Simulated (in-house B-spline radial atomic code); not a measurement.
# BHandHLYP excitations of Br VIII (Br7+)

Method: BHandHLYP. Computed with an all-electron radial atomic-structure program (B-spline basis): linear response of the closed shell [Ar] 3d10 with the functional's adiabatic kernel; scalar-relativistic (spin-free one-electron X2C), finite nucleus, no spin-orbit coupling, no double excitations, S, P, D and F terms only. Only terms of natural parity with L up to 3 were computed.

Command:
```bash
python run_td.py task.json out
```
Settings (radii: box in bohr, nucleus in fm):
```
Z                        35
electrons                28
configuration            [Ar] 3d10
hamiltonian              x2c
method                   bhandhlyp
box_radius               12.81
rms_radius               4.1629
intervals                70
```

Run time, properties included: 0.8 s on 1 thread of AMD EPYC 9R45 96-Core Processor (Zen 5), on a shared host.

The lowest states, in the order of their Tamm-Dancoff energies; the method's threshold (minus the highest occupied level) is 186.08 eV. Labels give the largest channel, * marks a mixed state, and oscillator strengths are full-response dipole values. Semilocal kernels can invert the small singlet-triplet splittings of Rydberg terms. Energies in eV:

| state | full response | Tamm-Dancoff | oscillator strength |
| --- | --- | --- | --- |
| 3d → 4s 3D | 66.81 | 66.84 | - |
| 3d → 4s 1D | 67.87 | 67.88 | - |
| 3d → 4p 3P | 83.51 | 83.55 | - |
| 3d → 4p 3F | 84.02 | 84.04 | - |
| 3d → 4p 1F | ? | ? | - |
| 3d → 4p 1P | ? | ? | ? |
| 3d → 4d 3S | 109.11 | 109.18 | - |
| 3d → 4d 3D | 110.56 | 110.58 | - |
| 3d → 4d 1D | 111.77 | 111.78 | - |
| 3d → 4d 1S | 119.06 | 120.00 | - |
| 3d → 5s 3D | 125.61 | 125.62 | - |
| 3d → 5s 1D | 125.92 | 125.93 | - |
| 3d → 5p 3P* | 132.39 | 132.40 | - |
| 3d → 5p 3F | 132.65 | 132.66 | - |
| 3d → 4f 3P* | 132.92 | 132.92 | - |
| 3d → 5p 1F | 132.95 | 132.95 | - |

Task: Where does 3d → 4p 1P lie?

Result: At 86.13 eV in full response, 86.22 eV in Tamm-Dancoff, oscillator strength 0.553.

Task: Where does 3d → 4p 1F lie?

Result: At 84.95 eV in full response, 84.96 eV in Tamm-Dancoff.

Task: How large is the singlet-triplet splitting of 3d → 4s (D terms) in Tamm-Dancoff?

Result: 1.05 eV, from the unrounded values.

Task: What polarisabilities and dispersion coefficient does the method give?

Result: Dipole 0.2745 bohr³, quadrupole 0.215 bohr⁵, C6 0.3565 hartree·bohr⁶ for two such species.
